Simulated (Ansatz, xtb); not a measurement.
**Ranking isomers of C3H6N2Si**

3 gas-phase structures of C3H6N2Si, from a drawn sample of its isomers (lower ones may exist). Each was relaxed with GFN2-xTB:

A. `[SiH3]c1ccn[nH]1`, a singlet
B. `[SiH3]n1cccn1`, a singlet
C. `[SiH3]c1cn[nH]c1`, a singlet

Problem. Make a reasoned guess at their ranking by r2SCAN-D4/def2-SVP single-point energy.

Solution. Calculated order at r2SCAN-D4/def2-SVP: B (0.0), C (25.7), A (27.3) kJ/mol. Less than 1 kcal/mol parts C and A, so the order within that pair means little.

Energies above the lowest of each column, in kJ/mol; the last columns are at PBE0-D3(BJ)/def2-SVP geometries:

| structure | GFN2-xTB | HF/STO-3G | r2SCAN-D4/def2-SVP | PBE0-D3(BJ)/def2-SVP | CCSD(T)/def2-SVP + ΔMP2/def2-TZVPP |
| --- | --- | --- | --- | --- | --- |
| B | 0.0 | 0.0 | 0.0 | 0.0 | 0.0 |
| C | 87.2 | 63.9 | 25.7 | 24.7 | 39.7 |
| A | 83.6 | 61.3 | 27.3 | 27.4 | 42.7 |

Every level run on B puts it lowest or level with the lowest. C keeps a small imaginary mode. ΔMP2 is the change of the MP2 energy from the smaller to the larger basis.

Programs: Ansatz 0.2.0, xtb 6.7.1.
